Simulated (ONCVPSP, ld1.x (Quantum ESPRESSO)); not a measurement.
Potentials for Tc compared

Generated with ld1.x 7.5 (TM, RRKJ, ultrasoft, PAW), atompaw 4.2 or ONCVPSP 4.0.1. The cutoff is in Ry: for ld1.x and atompaw files where the sum of valence levels is converged to 10 mRy in a Bessel basis, for ONCV files where the hardest occupied wave has 1 mHa per electron of residual kinetic energy. The error is the largest all-electron minus pseudo excitation energy over each file’s own four to seven test configurations (ionisations up to +4, promotions, holes and added fractions of an electron), all of which were solved. The labels leave out finer settings (local radius, basis sizes, second energies), which also bear on the numbers. Spin-polarised tests are not counted. The rows are a selection from randomly drawn settings: files with unsolved tests, undetermined cutoffs or missed reference levels are left out.

A true bound ghost makes a file unfit for plane-wave use even where its test errors are small: the radial tests pick states by their node count and pass the ghost by.

```tsv
potential	cutoff (Ry)	largest error (meV)	bound ghosts
ONCV, PBE, scalar-relativistic, rc 1.90/1.75/2.20 (spd), local smoothed, core correction yes, reference 4s2 4p6 4d5 5s1, qcut 6.3/6.2/7.1, projectors 2/2/3	34	+88	none
TM, PBE, scalar-relativistic, rc 2.35/3.65/1.45 (spd), local s, core correction yes, reference 4d5 5s2 5p0	50	-247	none
ONCV, PBEsol, scalar-relativistic, rc 1.70/1.70/2.45 (spd), local p, core correction yes, reference 4s2 4p6 4d5 5s2, qcut 8.5/8/6.5, projectors 2/0/2	44	+193	none
ONCV, PBEsol, fully relativistic, rc 1.75/1.20/2.25/1.90 (spdf), local smoothed, core correction yes, reference 4s2 4p6 4d5 5s1, qcut 7.9/6/7.8/6.7, projectors 2/2/2/3	148	+45	none
TM, PBE, scalar-relativistic, rc 1.95/1.95/2.20 (spd), local p, core correction yes, reference 4p6 4d5 5s1 5p0	40	+44	s
ONCV, PBE, fully relativistic, rc 1.55/1.60/1.80 (spd), local smoothed, core correction yes, reference 4s2 4p6 4d4, qcut 6.1/7.7/10.3, projectors 2/2/2	63	+2.6	none
```

(1) Fill in the row for Tc: ONCV, LDA (Perdew-Zunger), scalar-relativistic, rc 2.10/2.10/2.10 (spd), local s, core correction yes, reference 4p6 4d5 5s1.5 5p0.5, qcut 2.9/7.9/8.2, projectors 0/3/2.

Answers

(1) cutoff 40 Ry, largest error -197 meV, bound ghosts: none.
